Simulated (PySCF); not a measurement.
Curvature of the energy in the electron number along the 3d series, charge +2

Calculated with PySCF 2.14, in jorge-DZP-DKH, spin-free X2C: one orbital is emptied in steps, and each cell gives the departure of E from the straight line at half an electron, in eV (from a cubic fit). The exact functional gives zero.

```
species   orbital    LDA    PBE  r2SCAN   PBE0  BHandHLYP  LC-wPBE  wB97X   UHF
 Sc(2+)  3d alpha  -1.78  -1.73   -1.61  -1.26      -0.80    -0.54  -0.62  0.15
 Ti(2+)  3d alpha  -1.87  -1.83   -1.74  -1.31      -0.78    -0.61  -0.66  0.28
  V(2+)  3d alpha  -1.98  -1.94   -1.81  -1.36      -0.80    -0.67  -0.72  0.36
 Cr(2+)  3d alpha  -2.07  -2.02   -1.88  -1.41      -0.80    -0.73  -0.78  0.43
 Mn(2+)  3d alpha  -2.25  -2.20   -2.04  -1.52      -0.86    -0.87  -0.88  0.48
 Fe(2+)   3d beta  -2.10  -2.04   -1.85  -1.37      -0.74    -0.73  -0.73  0.59
 Co(2+)   3d beta  -2.21  -2.14   -2.00  -1.42      -0.72    -0.82  -0.79  0.71
 Ni(2+)   3d beta  -2.32  -2.25   -2.06  -1.48      -0.73    -0.90  -0.85  0.79
 Cu(2+)   3d beta  -2.36  -2.29   -2.07  -1.49      -0.70    -0.93  -0.86  0.90
 Zn(2+)   3d beta  -2.54  -2.47   -2.24  -1.61      -0.75    -1.09  -0.98  0.96
```

Problem. How does the mean departure depend on the functional?

Solution. LDA -2.15 eV; PBE -2.09 eV; r2SCAN -1.93 eV; PBE0 -1.42 eV; BHandHLYP -0.77 eV; LC-wPBE -0.79 eV; wB97X -0.79 eV; UHF 0.56 eV. Semilocal functionals are convex (delocalisation error), Hartree-Fock is concave or straight, and exact exchange removes curvature roughly in proportion to its share, so among the functionals the range-separated hybrids usually come closest to zero.
